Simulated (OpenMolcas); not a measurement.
Consider [Cu2(μ-OH)2(NH3)4]2+, a planar model complex in vacuum (2 bridging OH, bridge angle 100°, metal-metal distance 3.01 Å, Cu–OH 1.96 Å; typed geometry, not optimised).

```xyz
22

Cu    -1.5037     0.0000     0.0000
Cu     1.5037     0.0000     0.0000
O      0.0000     1.2618     0.0000
H      0.0000     2.2218     0.0000
O      0.0000    -1.2618     0.0000
H      0.0000    -2.2218     0.0000
N     -2.9392     1.4354     0.0000
H     -3.2210     1.7172     0.9389
H     -2.6460     2.2922    -0.4695
H     -3.7960     1.1423    -0.4694
N     -2.9392    -1.4354     0.0000
H     -3.2210    -1.7172     0.9389
H     -3.7959    -1.1423    -0.4695
H     -2.6460    -2.2922    -0.4694
N      2.9392     1.4354     0.0000
H      3.2210     1.7172     0.9389
H      3.7959     1.1423    -0.4695
H      2.6460     2.2922    -0.4694
N      2.9392    -1.4354     0.0000
H      3.2210    -1.7172     0.9389
H      2.6460    -2.2922    -0.4695
H      3.7960    -1.1423    -0.4694
```

Question: Give the energies of the total-spin states at CASSCF(2,2) on the singly occupied d orbitals (ANO-RCC-VDZP on Cu, O, N and ANO-RCC-VDZ on H, scalar-relativistic DKH2, RICD, no spin-orbit coupling, OpenMolcas), and the exchange constant.

Answer: Local spins 1/2 and 1/2.

```csv
total S,E (cm⁻¹),"natural occupations, lowest and highest"
1,30.7,"1.000, 1.000"
0,0.0,"0.956, 1.044"
```

J = -15.4 cm⁻¹ (antiferromagnetic).

J is defined by H = −2J S1·S2, so negative values are antiferromagnetic. Wave-function values come from the highest and lowest total spin; broken-symmetry values use Yamaguchi's formula with the computed ⟨S²⟩. The active space holds the singly occupied metal orbitals alone, without bridging-ligand orbitals. No row is a measured value.
